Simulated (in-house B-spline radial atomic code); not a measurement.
Configurations of Sn, with energies counted from [Kr] 4d10 5s2 5p2. Method: Dirac-Hartree-Fock, average of configuration, Fermi nucleus of rms radius 4.6519 fm. Calculated with an all-electron radial atomic-structure program (B-spline basis). Energies include first-order Breit, QED and recoil terms.

Occupations are held fixed; configurations that lie above the ionisation limit could autoionise.

| configuration | E - E(ref) (eV) | highest orbital | its <r> (bohr) |
| --- | --- | --- | --- |
| [Kr] 4d10 5s2 5p1 7s1 | 5.0809 | 7s1/2 | 16.08 |
| [Kr] 4d10 5s2 5p1 6g1 | 5.9878 | 6g9/2 | 44 |
| [Kr] 4d10 5s1 5p2 7g1 | 12.899 | 7g7/2 | 63.5 |
| [Kr] 4d9 5s2 5p2 7s1 | 30.3 | 7s1/2 | 15.59 |
| [Ar] 3d9 4s2 4p6 4d10 5s2 5p2 6f1 | 496.16 | 6f5/2 | 47.88 |

Task: Order these further configurations by energy, lowest first.
A. [Ar] 3d9 4s2 4p6 4d10 5s2 5p2 6s1
B. [Kr] 4d10 5s1 5p2 8d1
C. [Kr] 4d10 5s1 5p2 6d1
D. [Ar] 3d9 4s2 4p6 4d10 5s2 5p2 6g1
E. [Kr] 4d10 5s2 5p1 8d1

Result: E (5.9762 eV), C (12.269 eV), B (12.782 eV), A (493.64 eV), D (496.16 eV).

Task: How far above the reference does [Ar] 3d9 4s2 4p6 4d10 5s2 5p2 8s1 lie?

Result: 495.77 eV; its least bound orbital is 8s1/2 with <r> = 26.7 bohr.
